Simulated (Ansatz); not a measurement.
C$_{2}$H$_{7}$AlOS, SMILES `C[CH2][Al]([OH])[SH]`. The species carries charge 0 and has multiplicity 1.

Cartesian coordinates in Å:
```
C -1.5144 -0.6687 0.8845
C -0.3078 -1.0595 0.0310
Al 0.8476 0.4171 -0.4866
O 2.2379 0.1176 -1.4078
S 0.3193 2.4534 0.1409
H -2.1281 -1.5363 1.1435
H -2.1631 0.0431 0.3670
H -1.2112 -0.1958 1.8225
H 0.3096 -1.8003 0.5535
H -0.6339 -1.5645 -0.8865
H 2.8610 0.7756 -1.7079
H 1.3831 3.0184 -0.4542
```

Problem. What are the harmonic wavenumbers in cm⁻¹ at PBE0-D4/def2-TZVP (Ansatz, finite differences of forces, unscaled)? (Estimate.)

Solution. Ansatz gave: 36, 88, 158, 188, 226, 245, 274, 328, 432, 576, 606, 629, 661, 875, 930, 965, 1037, 1225, 1250, 1410, 1437, 1492, 1501, 2714, 3033, 3038, 3068, 3102, 3111, 3974.

Problem. Is this a minimum?

Solution. Yes, all 30 modes are real.

Problem. Give the ideal-gas thermochemistry at 298.15 K and 1 bar (rigid rotor, harmonic oscillator; point group Cs, symmetry number 1).

Solution. Zero-point energy 230.9 kJ/mol; H(298) − E = 256.1 kJ/mol; entropy 382.6 J/(mol·K), of which translation 167.0, rotation 116.6, vibration 98.9; G(298) − E = 142.0 kJ/mol. Modes under 100 cm⁻¹ are hindered rotations or soft bends, so the harmonic entropy is rough.

Problem. And at 400, 500, 600, 800 and 1000 K?

Solution. 
| T (K) | H − E (kJ/mol) | S (J/mol/K) | G − E (kJ/mol) |
| --- | --- | --- | --- |
| 400 | 270.2 | 423.0 | 101.0 |
| 500 | 285.9 | 458.0 | 56.9 |
| 600 | 303.1 | 489.4 | 9.5 |
| 800 | 341.2 | 544.0 | -94.0 |
| 1000 | 383.0 | 590.6 | -207.6 |

Problem. Rotational constants (cm⁻¹)?

Solution. 0.1047, 0.07732, 0.0452.
